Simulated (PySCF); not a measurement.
`N#C[C@@H]1CC[C@H]2O[C@H]2C1`, C$_{7}$H$_{9}$NO

Cartesian coordinates in Å; atom numbers follow the order of the lines, from 1:
```xyz
18

N    -1.606    1.848    1.718
C    -1.229    1.437    0.720
C    -0.749    0.921   -0.542
C    -1.083   -0.572   -0.671
C    -0.525   -1.347    0.521
C     0.946   -1.062    0.719
O     1.788   -1.117   -0.398
C     1.563    0.148    0.166
C     0.769    1.143   -0.657
H    -1.253    1.485   -1.336
H    -0.636   -0.948   -1.593
H    -2.164   -0.713   -0.725
H    -1.050   -1.062    1.436
H    -0.665   -2.418    0.366
H     1.374   -1.487    1.625
H     2.428    0.562    0.681
H     1.022    2.156   -0.338
H     1.062    1.032   -1.704
```

Level of theory: TDDFT wB97X-D/def2-SVPD circular dichroism and optical rotation, one conformer, gas phase (PySCF). Geometry: GFN2-xTB.

Singlets 3 and 4 lie within 0.01 eV of each other, so their separate moments and overlaps can depend on how they mix.

Stereocentres: C3 R, C6 R, C8 S.

What is the specific rotation at 633, 589.3, 546, 436, 405, 365, 355 nm?

[α] in deg dm⁻¹ (g/mL)⁻¹:
```tsv
λ (nm)	origin-invariant length gauge	modified velocity gauge	length gauge (centre of mass)	isotropic polarisability (au)
633	+28.8	+32.5	+28.2	81.4
589.3	+33.7	+38.1	+33.0	81.7
546	+40.0	+45.1	+39.2	81.9
436	+67.9	+76.1	+66.7	83.1
405	+81.5	+91.2	+80.1	83.6
365	+106.7	+118.7	+104.8	84.5
355	+114.9	+127.7	+112.9	84.8
```

And for the mirror image at 589.3 nm?

-33.7 deg dm⁻¹ (g/mL)⁻¹ (origin-invariant length gauge): the same size and the opposite sign.

What is the molar rotation [Φ] = [α]·M/100 of the geometry above at 589.3 nm?

With M = 123.16 g/mol, +41.5 deg cm² dmol⁻¹ (origin-invariant length gauge).

The first excitation lies at 7.88 eV (157 nm) with R = -1.0 × 10⁻⁴⁰ esu² cm² (velocity form).
